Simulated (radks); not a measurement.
Species: Ce2+. Configuration: [Xe] 4f2. Method: scalar-relativistic Kohn-Sham, XLYP, spin-polarised, spherical densities, finite nucleus; open shells are filled with parallel spins first (spin-orbit coupling, left out, can overturn this in heavy ions); Fermi nuclear charge, rms radius 4.8771 fm; computed with a radial shooting solver on a logarithmic mesh with Libxc functionals.

Unscreened Slater integrals over Kohn-Sham orbitals (hartree). They are taken over the spin-up orbitals.

integral,value
"F0(4f,4f)",0.78116
"F2(4f,4f)",0.35151
"F4(4f,4f)",0.21685
"F6(4f,4f)",0.15499
"F0(4f,5p)",0.57447
"F2(4f,5p)",0.22237
"G2(4f,5p)",0.14202
"G4(4f,5p)",0.10438
"F0(4f,5s)",0.63927
"G3(4f,5s)",0.15102
"F0(4f,4d)",0.94225
"F2(4f,4d)",0.42775
"F4(4f,4d)",0.26811
"G1(4f,4d)",0.50168
"G3(4f,4d)",0.30963
"G5(4f,4d)",0.21746
"F0(5p,5p)",0.50292
"F2(5p,5p)",0.27092
"F0(5p,5s)",0.53828
"G1(5p,5s)",0.35948
"F0(5p,4d)",0.62958
"F2(5p,4d)",0.17782
"G1(5p,4d)",0.050789
"G3(5p,4d)",0.049113
"F0(5s,5s)",0.58458
"F0(5s,4d)",0.71508
"G2(5s,4d)",0.079482
"F0(4d,4d)",1.2019
"F2(4d,4d)",0.61133
"F4(4d,4d)",0.40840

Derived for the open shells (J is the average intra-shell exchange parameter used in DFT+U). 4f: F4/F2 = 0.617, F6/F2 = 0.441, J = (286 F2 + 195 F4 + 250 F6)/6435 = 0.02822 hartree.
